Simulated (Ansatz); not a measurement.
Input file for CH$_{4}$ClOSi, SMILES `C[Si](O)Cl` radical:

```yaml
crystal:
  periodic: [false, false, false]
  atoms:
    - {symbol: C, position_ang: [-0.742511, 0.887918, -0.103259]}
    - {symbol: Si, position_ang: [0.670138, -0.268396, -0.463386]}
    - {symbol: O, position_ang: [1.320731, -0.676262, 0.990975]}
    - {symbol: Cl, position_ang: [-0.052325, -1.971348, -1.408448]}
    - {symbol: H, position_ang: [-1.245202, 1.179216, -1.026414]}
    - {symbol: H, position_ang: [-1.460581, 0.384725, 0.550442]}
    - {symbol: H, position_ang: [-0.373622, 1.784163, 0.399372]}
    - {symbol: H, position_ang: [1.975570, -1.377017, 1.005018]}
basis:
  gaussian: {orbitals: def2-SVP}
magnetization: {spin_polarized: true, initial_magnetization: 1}
correlation: {method: ccsd_t}
scf: {omitted_lower_state_checks: [cluster_reference]}
```

```sh
$ ansatz run in.yaml --threads 2 --pin off --events-out ev --progress --plain --max-ram 32768MiB --backend cpu
```

The program prints (abridged):

```
Functional definition: HF
808 factors; integrals over basis functions are off by at most 1.0e-3 eV
mean field evaluation 1: about -23486.6147 eV, gradient 2.6e1 eV
mean field evaluation 2: about -23486.6165 eV, gradient 2.6e1 eV
mean field evaluation 4: about -23489.8008 eV, gradient 2.7e0 eV
mean field evaluation 8: about -23489.8781 eV, gradient 1.3e-1 eV
mean field -23489.87851573 eV, -863.2371134416 hartree, gradient 1.9e-6 eV, S^2 0.753354; 0 other end points of the search recorded, 0 dependent functions left out
12 core orbitals not correlated: weight in the atoms' cores, before any rotation towards them, 1.000 or more for the frozen orbitals, at most 0.000 for the correlated occupied ones
reference -23489.87851573 eV, -863.2371134416 hartree; 13, 12 occupied and 59, 60 virtual orbitals, 808 factors
second order -14.68772538 eV of doubles, -0.00000000 eV of singles
cycle   1  -15.34417188 eV  change   -6.6e-1 eV  update   8.2e-2
cycle   2  -15.68002691 eV  change   -3.4e-1 eV  update   2.5e-2
cycle   3  -15.76605514 eV  change   -8.6e-2 eV  update   1.4e-2
cycle   4  -15.76527326 eV  change    7.8e-4 eV  update   4.3e-3
cycle   5  -15.76348882 eV  change    1.8e-3 eV  update   2.0e-3
cycle   6  -15.76360932 eV  change   -1.2e-4 eV  update   7.5e-4
cycle   7  -15.76362371 eV  change   -1.4e-5 eV  update   2.5e-4
cycle   8  -15.76368503 eV  change   -6.1e-5 eV  update   8.5e-5
cycle   9  -15.76369403 eV  change   -9.0e-6 eV  update   3.3e-5
cycle  10  -15.76368011 eV  change    1.4e-5 eV  update   1.4e-5
perturbative correction -0.37538420 eV, -0.0137951150 hartree
Total energy: -23506.01758005 eV, -863.8302131159 hartree
Checks for a lower state left out: cluster_reference
```

Hardware: 2 threads of a server CPU on a shared host. Wall time 11 s, peak host memory 0.51 GiB.

The correlation energy is -16.139 eV, 2.3 % of it from (T); the T1 diagnostic reads 0.0123.
